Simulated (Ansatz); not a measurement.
The cluster Ni₂H₃. Charge 0, multiplicity 2. Geometry PBE0-D4/def2-TZVP, that of the charge +1 singlet; atoms count from 1.

Cartesian coordinates in Å:
```
Ni 0.5550 0.4792 0.8856
Ni -0.5550 -0.4791 -0.8856
H 0.3078 0.7840 -0.6171
H 0.5918 -0.8551 0.0919
H -0.8996 0.0710 0.5252
```

The charge 0 doublet is spin-contaminated (final ⟨S²⟩ up to 2.04, 0.75 for a pure state). The structure comes from a short search, and lower isomers may exist.

Problem. Estimate the Mulliken populations from the PBE0/def2-TZVP orbitals of Ansatz.

Solution. 
```csv
atom,charge (e),spin (α − β),d electrons
Ni1,0.04,-0.56,8.78
Ni2,-0.03,1.65,8.71
H3,0.00,-0.03,–
H4,0.00,-0.03,–
H5,0.00,-0.03,–
```
Mulliken values depend strongly on the basis.

Problem. Where does the spin sit?

Solution. Summed by element: Ni 1.09, H -0.09, of 1 unpaired in all. Largest on single atoms: Ni2 1.65, Ni1 -0.56, H4 -0.03.

Problem. And the Mayer bond orders between heavy atoms (over 0.3)?

Solution. Ni1–Ni2 0.76 (2.30 Å).
